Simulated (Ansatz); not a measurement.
Born–Oppenheimer molecular dynamics of H8SiSn (10 atoms, charge 0, multiplicity 1). It starts at the highest image of a converged band. Of that band: Neighbouring images differ by up to 2.8 eV, so the band resolves the path poorly. A vibrational analysis at the climbing image gives 2 clearly imaginary modes (1733i, 91i cm⁻¹): a point of higher order. A lower path may pass nearby, or the ends, which weren't checked, may share the extra mode.

All numbers below come from Ansatz, RKS r2SCAN-D4/def2-SVP.

```json
{
 "ensemble": "NVE (velocity Verlet)",
 "time step": "0.5 fs",
 "steps asked": "200",
 "starting velocities drawn for": "300 K",
 "seed": "9881"
}
```

First frame:

```xyz
10
Properties=species:S:1:pos:R:3
Sn -0.052 0.025 -0.158
H 0.181 -0.050 1.869
H 1.697 0.035 -0.199
H -0.561 1.550 -0.743
H -0.543 -1.469 -0.832
Si -2.810 -0.009 1.144
H -3.556 -0.989 0.277
H -3.139 -0.391 2.566
H -3.443 1.338 0.920
H -0.811 -0.040 1.619
```

Problem. How far do the bonds stretch over the last three quarters of this one trajectory? (Pairs bonded in most of those frames.)

Solution. 
```tsv
bond	mean (Å)	spread (Å)	shortest	longest
Sn1–H2	1.779	0.150	1.52	2.00
Sn1–H3	1.748	0.067	1.63	1.88
Sn1–H4	1.727	0.058	1.64	1.83
Sn1–H5	1.721	0.018	1.69	1.76
Si6–H7	1.494	0.032	1.44	1.56
Si6–H8	1.505	0.047	1.42	1.59
Si6–H9	1.500	0.022	1.46	1.55
Si6–H10	1.561	0.173	1.29	1.79
```

Pairs bonded in part of these frames only: Si6–H10 92 %.

Mean temperature of the second half: 2533 K. The conserved energy stayed within 0.99 meV per atom of its start (net change 0.1 meV per atom), so the integration is sound. The kinetic energy rose, since the run started high on the potential surface and went downhill. It ends in pieces (H4Si + H4Sn), so much of that is their flight and rotation, not heat. A run of 0.1 ps of so small a system gives no equilibrium averages. The orbitals stay closed-shell, which can raise the energy where a bond breaks towards radicals; this wasn't checked here.

The run took 5.1 min on 2 threads of Intel(R) Xeon(R) Platinum 8488C (Sapphire Rapids) (shared host), peak memory 0.16 GiB.
